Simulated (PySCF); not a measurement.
Geometries of 2 isomers of C4H4N2Si, from PySCF 2.14.0, PBE0-D3(BJ)/def2-SVP geometry optimisation, gas phase. One conformer each, no zero-point energy, no frequencies.

**Question.** Which isomer lies lower at this level?
A.
```xyz
11
angstrom
N      5.120    1.272   -0.041
C      4.035    0.857    0.012
C      2.756    0.360    0.078
C      1.621   -0.077    0.136
C      0.304   -0.645    0.231
N     -0.726   -0.015   -0.154
Si    -2.368   -0.646   -0.071
H      0.289   -1.669    0.665
H     -3.164    0.291    0.770
H     -2.402   -2.025    0.518
H     -2.907   -0.668   -1.459
```
B.
```xyz
11
angstrom
C     -1.340   -2.059    0.612
C     -0.396   -1.353    0.310
Si     0.941   -0.211   -0.198
C      1.914    0.214    1.325
N      2.527    0.457    2.278
N      0.361    1.293   -0.854
C     -0.849    1.613   -1.016
H     -2.165   -2.692    0.892
H      1.862   -0.850   -1.166
H     -1.107    2.597   -1.448
H     -1.710    0.963   -0.750
```

**Answer.** B. That is `C#C[Si@H](C#N)N=C`, 12.7 kcal/mol below the other.

```csv
SMILES,atoms numbered as above,E (Eh),relative (kcal/mol),relative (kJ/mol),dipole (D)
C#C[Si@H](C#N)N=C,[CH:1]#[C:2][Si@H:3]([C:4]#[N:5])[N:6]=[CH2:7],-553.02491,0.0,0.0,4.91
N#CC#C/C=N/[SiH3],[N:1]#[C:2][C:3]#[C:4]/[CH:5]=[N:6]/[SiH3:7],-553.00463,12.7,53.3,4.22
```

As drawn, the lower has an Si–C bond, which the higher lacks.
